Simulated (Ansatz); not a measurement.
F2H4OSi2 (`F[SiH2]O[SiH2]F`), charge 0, multiplicity 1.

(1) Give a relaxed structure at PBE0-D4/def2-TZVP (Ansatz). (Estimate.)

## Answers

(1) Ansatz gave: 
Z-matrix (Å, degrees):
```
Si
O 1 1.622
F 1 1.593 2 109.2
H 1 1.476 2 108.4 3 117.3
H 1 1.477 2 110.1 3 -118.0
Si 2 1.622 1 153.0 3 46.0
F 6 1.593 2 109.2 1 46.2
H 6 1.476 2 108.4 1 163.6
H 6 1.477 2 110.2 1 -71.8
```
Point group C2.
This is one stationary point; other conformers may exist.
